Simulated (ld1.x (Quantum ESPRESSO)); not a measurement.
## Pr (Z = 59): variants of one TM potential

Base potential:

Pr, norm-conserving Troullier–Martins (Kleinman–Bylander form), made with ld1.x (Quantum ESPRESSO) 7.5 (PBE, fully relativistic). Core [Xe] 4f2, reference 5d1 6s1.5 6p0.5. Waves: 6s (bound): rc 2.70 bohr; 6p (bound): rc 3.25 bohr; 5d (bound): rc 2.45 bohr. Local part: all-electron potential smoothed inside 2.95 bohr (lloc = -1). Core correction: Bessel-smoothed model core inside 1.65 bohr.

Open shells are filled in proportion to 2j + 1 (rel_dist='average').

All-electron outer shells of the reference configuration (PBE, scalar-relativistic, ld1.x):

| shell | level (eV) | outermost node (bohr) | outermost maximum (bohr) |
| --- | --- | --- | --- |
| 5p | -24.56 | 0.79 | 1.51 |
| 4f | -6.81 | – | 0.68 |
| 6s | -4.14 | 1.77 | 3.66 |
| 5d | -3.47 | 0.90 | 2.11 |
| 6p | -1.62 | 2.10 | 4.76 |

Cutoffs, loose and tight: the cutoffs (Ry, on a coarse ladder) from which the occupation-weighted sum of valence levels, in a spherical-Bessel basis at the reference potential, stays within 10 and 1 mRy of its value at 400 Ry. They do not see the model core or the augmentation charge, which bear on the density cutoff. Test errors are all-electron minus pseudo excitation energies from the reference, over the configurations 5d1 6s2 6p0; 5d1 6s1 6p0; 5d1 6s0 6p0; 5d2 6s1 6p0; 5d2 6s0 6p0; 5d0 6s2 6p1; 5d1 6s0 6p1. A dash means not determined; rows that change the core or the reference have their own tests. The largest error is taken over the tests solved by every variant that gives reliable tests at all: 5d1 6s0 6p0; 5d1 6s0 6p1; 5d1 6s1 6p0; 5d1 6s2 6p0; 5d2 6s0 6p0; 5d2 6s1 6p0.

A true bound ghost makes a file unfit for plane-wave use even where its test errors are small: the radial tests pick states by their node count and pass the ghost by.

```csv
change,outcome,"cutoff, loose","cutoff, tight",bound ghosts,largest test error (meV)
base,generated,12 Ry,21 Ry,s,+171
core correction Bessel-smoothed model core inside 1.06 bohr,generated,12 Ry,21 Ry,s,+170
core correction Bessel-smoothed model core inside 1.42 bohr,generated,12 Ry,21 Ry,s,+171
core correction Bessel-smoothed model core inside 1.74 bohr,generated,12 Ry,21 Ry,s,+171
core correction Bessel-smoothed model core inside 1.96 bohr,generated,12 Ry,21 Ry,s,+171
core correction Bessel-smoothed model core inside 2.34 bohr,generated,12 Ry,21 Ry,s,+171
core correction Bessel-smoothed model core inside 2.58 bohr,generated,12 Ry,21 Ry,s,+173
core correction Bessel-smoothed model core inside 3.00 bohr,generated,12 Ry,21 Ry,s,+182
```

(1) What comes out with this change to the base: core correction none?

Results:

(1) outcome: generated; cutoff, loose: 12 Ry; cutoff, tight: 21 Ry; bound ghosts: s; largest test error (meV): +472.
